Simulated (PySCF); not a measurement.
PW91 on Li⁻ (lithium, charge -1), [He] 2s2, closed-shell 1S. All numbers are calculated (PySCF 2.14, no relativity, point nucleus, in def2-TZVPPD (5s4p1d, 22 functions)).

```
cycle= 1 E= -7.48719674223583  delta_E= -0.00177  |g|= 0.00656  |ddm|= 0.124
cycle= 2 E= -7.48721219060384  delta_E= -1.54e-05  |g|= 0.00111  |ddm|= 0.0375
cycle= 3 E= -7.48721305762076  delta_E= -8.67e-07  |g|= 7.89e-05  |ddm|= 0.00835
cycle= 4 E= -7.487213067251  delta_E= -9.63e-09  |g|= 7.65e-06  |ddm|= 0.000887
cycle= 5 E= -7.48721306733334  delta_E= -8.23e-11  |g|= 2.02e-08  |ddm|= 7.27e-05
converged SCF energy = -7.48721306733334  <S^2> = -6.6613381e-15  2S+1 = 1
```

Highest occupied orbital energy: 1.471 eV; ⟨L²⟩ = 0.00; populations by l: s 4.00, p 0.00, d 0.00.

(1) Can this result be used?

Results:

(1) With care. The run converged. At PW91 the highest occupied level has a positive energy, so only the finite basis holds that electron; in a semilocal or global hybrid functional this comes from self-interaction and does not mean that the real anion is unbound.
